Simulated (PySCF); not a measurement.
Molecule: sum formula ReO2Cl2, net charge 0, doublet state. The spin state was set by rule; other spins were not relaxed. SMILES: [O]=[Re](=[O])([Cl])[Cl]
Structure (B3LYP-D3(BJ)/def2-TZVP (Ansatz) minimum search):
```xyz
5

Re     0.2755    -0.0523     0.1013
O      1.5034    -0.6463    -0.9092
O      0.7021     0.2280     1.7203
Cl    -0.6855     1.7865    -0.8029
Cl    -1.5679    -1.3591    -0.0259
```
Charge 0, spin multiplicity 2.

Dispersion corrections to the total energy (kcal/mol) from the dftd3 and dftd4 libraries through PySCF: D3(BJ) without and D4 with the three-body term, each with the damping fitted for the functional named.

| functional | D3(BJ) | D4 |
|---|---|---|
| LC-wPBE | -4.51 | -5.19 |
| TPSS | -5.27 | (withheld) |
| B2GP-PLYP | (withheld) | -1.96 |
| PBE | -3.90 | -4.54 |
| CAM-B3LYP | -4.01 | (withheld) |
| BP86 | -8.02 | -6.45 |
| BHLYP | -7.50 | -6.94 |

Task: Some entries are withheld; supply them.

Result: 
- TPSS, D4: -6.07
- B2GP-PLYP, D3(BJ): -6.44
- CAM-B3LYP, D4: -4.07
